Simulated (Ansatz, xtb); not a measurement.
Ranking isomers of C3H8AlF

3 gas-phase structures of C3H8AlF, found in a search over its isomers (lower ones may exist). Each was relaxed with GFN2-xTB; where two conformers were screened, the lower at r2SCAN-D4/def2-SVP is listed:

A. `C[CH2][Al]([CH3])[F]`, a singlet
B. `CC[CH2][AlH][F]`, a singlet
C. `C[CH](C)[AlH][F]`, a singlet

Estimate their order in r2SCAN-D4/def2-SVP energy at these geometries, lowest first.

Calculated order at r2SCAN-D4/def2-SVP: A (0.0), B (46.5), C (61.5) kJ/mol.

Energies above the lowest of each column, in kJ/mol; the last columns are at B3LYP-D3(BJ)/def2-SVP geometries (a dash: not run or not comparable):

```json
{"structure": "A", "GFN2-xTB": "56.4", "HF/STO-3G": "0.0", "r2SCAN-D4/def2-SVP": "0.0", "B3LYP-D3(BJ)/def2-SVP": "0.0", "CCSD(T)/def2-SVP + ΔMP2/def2-TZVPP": "0.0"}
{"structure": "B", "GFN2-xTB": "0.0", "HF/STO-3G": "61.3", "r2SCAN-D4/def2-SVP": "46.5", "B3LYP-D3(BJ)/def2-SVP": "37.1", "CCSD(T)/def2-SVP + ΔMP2/def2-TZVPP": "42.1"}
{"structure": "C", "GFN2-xTB": "15.4", "HF/STO-3G": "72.0", "r2SCAN-D4/def2-SVP": "61.5", "B3LYP-D3(BJ)/def2-SVP": "49.7", "CCSD(T)/def2-SVP + ΔMP2/def2-TZVPP": "–"}
```

CCSD(T)/def2-SVP + ΔMP2/def2-TZVPP puts A lowest of those it was run on; GFN2-xTB picks B. Flexible structures stand in one conformer each, not always the lowest. Frequencies (B3LYP-D3(BJ)/def2-SVP) were run for A, B alone. ΔMP2 is the change of the MP2 energy from the smaller to the larger basis.

Programs: Ansatz 0.2.0, xtb 6.7.1.
